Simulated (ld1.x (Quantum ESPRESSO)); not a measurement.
Results of a calculation; reference values are marked as such.
## Pseudopotentials across the periodic table

Generated with ld1.x 7.5 (TM, RRKJ, ultrasoft, PAW), atompaw 4.2 or ONCVPSP 4.0.1. The cutoff is in Ry: for ld1.x and atompaw files where the sum of valence levels is converged to 10 mRy in a Bessel basis, for ONCV files where the hardest occupied wave has 1 mHa per electron of residual kinetic energy. The error is the largest all-electron minus pseudo excitation energy over each file’s own four to seven test configurations (ionisations up to +4, promotions, holes and added fractions of an electron), all of which were solved. The labels leave out finer settings (local radius, basis sizes, second energies), which also bear on the numbers. Spin-polarised tests are not counted. The rows are a selection from randomly drawn settings: files with unsolved tests, undetermined cutoffs or missed reference levels are left out.

```csv
element,potential,cutoff (Ry),largest error (meV),bound ghosts
He,"TM, PBE, non-relativistic, rc 0.45 (s), local smoothed, core correction no, reference 1s1",180,+1.6,none
Ne,"TM semilocal, PBE, scalar-relativistic, rc 0.78/1.65 (sp), local s, core correction yes, reference 2s2 2p6",160,+4940,none
Ge,"TM semilocal, PW91, scalar-relativistic, rc 1.60/1.65/1.70 (spd), local d, core correction yes, reference 4s2 4p2",30,-265,none
Br,"TM, PBE, scalar-relativistic, rc 1.35/1.70 (sp), local s, core correction yes, reference 4s2 4p5",45,-95,none
I,"TM, PBEsol, scalar-relativistic, rc 1.65/1.60/0.80 (spd), local s, core correction yes, reference 4d10 5s1.75 5p5.25",230,-421,none
```

(1) Fill in the row for Te: TM semilocal, PW91, scalar-relativistic, rc 1.45/2.20/1.05/2.34 (spdf), local d, core correction yes, reference 4d10 5s2 5p4.

(2) Fill in the row for Cl: TM, LDA (PZ), scalar-relativistic, rc 1.35/1.35 (sp), local s, core correction yes, reference 3s2 3p5.

## Answers

(1) cutoff 120 Ry, largest error -252 meV, bound ghosts: none.

(2) cutoff 50 Ry, largest error +234 meV, bound ghosts: none.
